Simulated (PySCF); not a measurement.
Low-lying terms of N(5+) (nitrogen, charge +5)

Ground state 1s2, ¹S. Calculation: PySCF 2.14, in aug-cc-pVTZ-DK with one added diffuse shell each of s, p, d, f type (6s5p4d3f, 62 functions); the spin-free X2C one-electron Hamiltonian (Gaussian nucleus). Vertical excitation energies in eV without spin-orbit coupling; excited terms of each kind are numbered among those the solver found. Frozen: nothing.

| term | leading excitation | EOM-EE-CCSD |
| --- | --- | --- |
| 1 3S | 1s → s | 419.43 |
| 1 3P° | 1s → p | 426.02 |
| 1 1S | 1s → s | 426.05 |
| 1 1P° | 1s → p | 430.37 |
| 2 3S | 1s → s | 494.54 |
| 2 1S | 1s → s | 496.24 |
| 2 3P° | 1s → p | 496.49 |
| 1 3D | 1s → d | 497.24 |
| 1 1D | 1s → d | 497.27 |
| 2 1P° | 1s → p | 497.89 |
| 1 3F° | 1s → f | 520.97 |
| 1 1F° | 1s → f | 520.97 |
| 2 3D | 1s → d | 521.08 |
| 2 1D | 1s → d | 521.10 |

Doubly excited terms such as np² are absent. The solver can miss terms.
